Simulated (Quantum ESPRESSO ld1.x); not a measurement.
Results of a calculation; reference values are marked as such.
Task: Pb11+, configuration [Xe] 4f14 5d3. Level of theory: Dirac Kohn-Sham, PBE, spin-unpolarised, spherical densities, point nucleus; open shells fill j = l - 1/2 first (ld1.x of Quantum ESPRESSO 7.5). Some entries of the table are withheld. Estimate them.

orbital  occ.  eigenvalue (hartree)  <r> (bohr)  <r^2> (bohr^2)
1s1/2       2            -3240.4574     0.01604             (1)
2s1/2       2             -584.9877     0.06689             (2)
2p1/2       2             -561.9874     0.05487        0.003774
2p3/2       4             -481.5052     0.06379        0.004956
3s1/2       2             -145.7976      0.1739         0.03474
3p1/2       2             -135.4405      0.1644         0.03157
3p3/2       4             -117.4749      0.1807         0.03790
3d3/2       4             -100.4969      0.1569         0.02890
3d5/2       6              -96.6733      0.1618         0.03062
4s1/2       2              -38.4363      0.3837          0.1663
4p1/2       2              -33.9536      0.3849          0.1687
4p3/2       4              -29.5462      0.4192          0.1997
4d3/2       4              -22.2540      0.4235          0.2071
4d5/2       6              -21.4296      0.4344          0.2177
5s1/2       2              -12.0085      0.8281          0.7650
4f5/2       6              -11.9779      0.4460          0.2369
4f7/2       8              -11.7901      0.4519          0.2432
5p1/2       2              -10.4119      0.8713          0.8497
5p3/2       4               -9.4771      0.9413          0.9904
5d3/2       3               -7.0905       1.065           1.277
5d5/2       0               -6.9449       1.087           1.330

Result: 
(1) 1s1/2 <r^2> (bohr^2): 0.0003571
(2) 2s1/2 <r^2> (bohr^2): 0.005361
